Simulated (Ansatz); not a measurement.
`C=[CH][Ga]([Cl])[Cl]` and `C=[CH][In]([Cl])[Cl]` differ in one element.

Ansatz, PBE0-D4/def2-TZVP geometries, multiplicity 1. Each molecule was computed in one conformer, which needn't be the lowest.

Elements past krypton have def2 core potentials. Scalar relativity is left out up to krypton.

```tsv
property	`C=[CH][Ga]([Cl])[Cl]`
HOMO–LUMO gap (B3LYP/def2-TZVPP) / eV	6.39
HOMO–LUMO gap (PBE/def2-TZVPP) / eV	4.75
HOMO energy (B3LYP/def2-TZVPP) / eV	-8.48
HOMO energy (PBE0/def2-TZVPP) / eV	-8.74
HOMO–LUMO gap (ωB97M-V/def2-TZVPP) / eV	11.01
HOMO energy (PBE/def2-TZVPP) / eV	-7.47
```

(1) Give the same properties after the change, and the shifts. (Estimate.)

Answers

(1) Ansatz gave: 
```
                               property  `C=[CH][In]([Cl])[Cl]`  shift
  HOMO–LUMO gap (B3LYP/def2-TZVPP) / eV                    6.10  -0.29
    HOMO–LUMO gap (PBE/def2-TZVPP) / eV                    4.51  -0.24
    HOMO energy (B3LYP/def2-TZVPP) / eV                   -8.29   0.19
     HOMO energy (PBE0/def2-TZVPP) / eV                   -8.53   0.21
HOMO–LUMO gap (ωB97M-V/def2-TZVPP) / eV                   10.48  -0.53
      HOMO energy (PBE/def2-TZVPP) / eV                   -7.25   0.22
```

With PBE0 the HOMO rises by 0.21 eV and the LUMO falls by 0.08 eV, so the gap narrows by about 0.29 eV. PBE moves the HOMO by 0.22 eV and ωB97M-V by 0.30 eV.

B3LYP here is the variant with VWN-RPA as its local correlation; programs differ in this.
